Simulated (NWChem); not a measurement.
System meant: GaI2, doublet; SMILES [I][Ga][I]

NWChem input:

```
start job
memory heap 200 mb stack 900 mb global 1100 mb
geometry units angstroms noautoz
  Ga     0.000000     0.000000     0.965008
  I     -2.214714     0.000000    -0.268510
  I      2.214714     0.000000    -0.268510
end
basis spherical
  Ga library def2-svp
  I library def2-svp
end
dft
  odft
  mult 2
  xc b3lyp
  iterations 150
  mulliken
end
task dft energy
```

End of the output:

```
             Grid Information
             ----------------
          Grid used for XC integration:  medium
          Radial quadrature: Mura-Knowles
          Angular quadrature: Lebedev.
          Tag              B.-S. Rad. Rad. Pts. Rad. Cut. Ang. Pts.
          ---              ---------- --------- --------- ---------
          Ga                  1.30      112           9.0       590
          I                   1.40      123          12.0       590
          Grid pruning is: on
          Number of quadrature shells:   235
          Spatial weights used:  Erf1

          Convergence Information
          -----------------------
          Convergence aids based upon iterative change in
          total energy or number of iterations.
          Levelshifting, if invoked, occurs when the
          HOMO/LUMO gap drops below (HL_TOL):  1.00D-02
          DIIS, if invoked, will attempt to extrapolate
          using up to (NFOCK): 10 stored Fock matrices.

                    Damping( 0%)  Levelshifting(0.5)       DIIS
                  --------------- ------------------- ---------------
          dE  on:    start            ASAP                start
          dE off:    2 iters        150 iters           150 iters

      Screening Tolerance Information
      -------------------------------
          Density screening/tol_rho:  1.00D-10
          AO Gaussian exp screening on grid/accAOfunc:  14
          CD Gaussian exp screening on grid/accCDfunc:  20
          XC Gaussian exp screening on grid/accXCfunc:  20
          Schwarz screening/accCoul:  1.00D-08

      Superposition of Atomic Density Guess
      -------------------------------------

      charge =      53.0 I (Iodine)

      symmetry species            s     p     d     f
      number of basis functions =10     7     6
      number of cont. functions = 4     4     2
      number of closed shells   = 5     3     2
      number of open shells     = 0     1     0
      open shell occupation     = 0     5     0
 ------------------------------------------------------------------------
 atomscf:atomd: error in atom scf                   0
 ------------------------------------------------------------------------
 ------------------------------------------------------------------------
  current input line :
    19: task dft energy
 ------------------------------------------------------------------------
 ------------------------------------------------------------------------
 This error has not yet been assigned to a category
 ------------------------------------------------------------------------
 For more information see the NWChem manual at https://nwchemgit.github.io

0:atomscf:atomd: error in atom scf:Received an Error in Communication
```

### Question
Find the fault in this run and fix the input.

### Answer
The program stopped with an error. Cause: the def2 basis of a heavy element holds valence functions alone and wants its effective core potential (without it all electrons must fit into that basis). This input runs:
```
start job
memory heap 200 mb stack 900 mb global 1100 mb
geometry units angstroms noautoz
  Ga     0.000000     0.000000     0.965008
  I     -2.214714     0.000000    -0.268510
  I      2.214714     0.000000    -0.268510
end
basis spherical
  Ga library def2-svp
  I library def2-svp
end
ecp
  I library def2-ecp
end
dft
  odft
  mult 2
  xc b3lyp
  iterations 150
  mulliken
end
task dft energy
```
It converges to -2520.33080 Ha (B3LYP/def2-SVP with def2 effective core potentials on I, spin-unrestricted).
